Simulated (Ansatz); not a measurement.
Two isomers of C2H5NSi: A = `NC1=C[SiH2]1`, B = `C1=NC[SiH2]1`.

Gas-phase electronic energies from Ansatz, PBE0-D4/def2-TZVP geometries. CBS: MP2 limit from def2 TZ/QZ plus the TZ coupled-cluster correction, frozen cores. DFT in def2-TZVPP. B3LYP here is the variant with VWN-RPA as its local correlation; programs differ in this. Each species was taken in one conformer, which may not be the lowest.

Task: Which is lower in electronic energy at CCSD(T)/CBS, and by how much? (Estimate.)

Result: The calculation gave: B, by 4.9 kcal/mol.

Task: Give E(B) − E(A) in kcal/mol with HF/def2-TZVPP, B3LYP, PBE0-D4, B2PLYP, LDA (SPW92), CCSD(T)/def2-SVP, CCSD/def2-TZVPP. (An estimate is asked.)

Result: The calculation gave: HF/def2-TZVPP -4.7, B3LYP -2.2, PBE0-D4 -1.2, B2PLYP -3.2, LDA (SPW92) 1.8, CCSD(T)/def2-SVP -5.8, CCSD/def2-TZVPP -5.7. The order is the other way round with LDA (SPW92).

Task: Does the order hold for the free energy at 298.15 K (harmonic terms from PBE0-D4)? (Estimate.)

Result: The calculation gave: Yes: G(B) − G(A) = -4.8 kcal/mol, for one conformer each.

Largest T1 diagnostic: 0.013.

At CCSD(T), def2-SVP lies −0.9 kcal/mol from the extrapolated value and def2-TZVPP −1.1 kcal/mol. Leaving LDA and LC-ωPBE aside and taking each functional with its dispersion term where it has one, the values, not all of them listed here, spread over 4.2 kcal/mol, from ωB97X-V to r2SCAN0-D4. LDA lies +3.0 kcal/mol from PBE without D4.
